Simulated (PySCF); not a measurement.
Two species compared at the same levels of theory.

First species: C₅H₉FO₄.
Z-matrix (Å and degrees, GFN2-xTB geometry), rows numbered from 1:
```
C 
O   1  1.4070
C   2  1.4060  1  112.83
C   3  1.5293  2  107.74  1   174.89
O   4  1.4265  3  111.57  2   170.12
C   5  1.3219  4  116.35  3    76.15
O   6  1.1934  5  127.20  4     2.33
O   6  1.3564  5  107.94  4  -179.38
C   8  1.3896  6  116.65  5   173.95
F   9  1.3623  8  109.77  6   -86.38
H   1  1.0876  2  106.40  3   179.21
H   1  1.0966  2  111.31  3    59.92
H   1  1.0965  2  111.20  3   -61.53
H   3  1.1020  2  110.63  1   -65.46
H   3  1.1002  2  110.71  1    54.82
H   4  1.0902  3  109.83  2    53.32
H   4  1.0936  3  109.56  2   -67.64
H   9  1.0944  8  107.54  6   156.91
H   9  1.0988  8  111.86  6    32.28
```

Second species: C₅H₁₅NOSi₂.
SMILES: `CCO[Si@H](/C=C/[SiH3])NC`

Levels: PBE0/pcSseg-1 for HOMO energy, LUMO energy and HOMO–LUMO gap. Geometries: GFN2-xTB. Each structure is a single optimised conformer of the isolated species, non-relativistic unless stated. Electronic properties by PySCF.

The conformers computed, where there is a choice (atom-mapped SMILES and torsion angles):
- `[CH3:1][CH2:2][O:3][Si@H:4](/[CH:5]=[CH:6]/[SiH3:7])[NH:8][CH3:9]`: C1–C2–O3–Si4 -174°, C2–O3–Si4–C5 -58°, O3–Si4–C5–C6 74°, O3–Si4–N8–C9 -175°

The conformers of `COCCOC(=O)OCF` aren't listed.

```tsv
property	column X	column Y
HOMO energy	-7.66 eV	-6.65 eV
LUMO energy	0.64 eV	-0.85 eV
HOMO–LUMO gap	8.30 eV	5.80 eV
```

**Question.** Which column belongs to which species?

**Answer.** Column X is the first species and column Y the second. The first has 19 atoms and 80 electrons, the second 24 and 88.

**Question.** How does each property change from the first species to the second?

**Answer.** HOMO energy +1.01 eV; LUMO energy -1.49 eV; HOMO–LUMO gap -2.50 eV.

